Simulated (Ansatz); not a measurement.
Ideal-gas functions of CH3AlF2S (`FC[S][AlH][F]`) at 400 K and 1 bar, from an Ansatz frequency run at PBE0-D4/def2-TZVP.

Molar mass 112.08 g/mol, point group C1 (symmetry number 1), electronic degeneracy 1, moments of inertia 104.417, 196.597, 253.11 u Å². Harmonic wavenumbers (cm⁻¹, unscaled): 64, 155, 212, 284, 394, 494, 513, 650, 777, 811, 835, 941, 1164, 1329, 1480, 1994, 3111, 3191.

Use S(trans) = R[1.5 ln M + 2.5 ln T − 1.1517]; rotational temperatures θ = 24.2544 K / I; S(rot) = R[ln(√π/σ · √(T³/θAθBθC)) + 1.5]; for each mode x = 1.438777 ν̃/T, S = R[x/(eˣ − 1) − ln(1 − e⁻ˣ)] and H = RT x/(eˣ − 1); 1 cm⁻¹ = 0.0119627 kJ/mol; R = 8.31446 J/(mol·K).

Problem. By hand: the entropy, in J/(mol·K).

Solution. Translation 173.8. Rotation: θ = 0.2323, 0.1234, 0.0958 K, giving 116.5. Vibration, mode by mode: 20.54, 13.28, 10.77, 8.49, 6.08, 4.55, 4.31, 2.92, 2.04, 1.85, 1.73, 1.27, 0.66, 0.41, 0.26, 0.05, 0.00, 0.00, in all 79.2. Electronic 0.0. Sum 369.5 J/(mol·K).

Problem. By hand: H − E and G − E in kJ/mol, counted from the electronic energy.

Solution. Zero-point energy ½ × 18399 × 0.0119627 = 110.1; thermal vibration 16.8; translation, rotation and pV give 4 RT = 13.3. H − E = 140.2 kJ/mol, and G − E = 140.2 − 400 × 369.5/1000 = -7.6 kJ/mol.

Vibration gives 21 % of the entropy, 20.5 J/(mol·K) of it from the mode under 150 cm⁻¹: soft modes count most, and the harmonic formula is weakest for them. The sum counts one conformer and one mirror image; others add a mixing term.
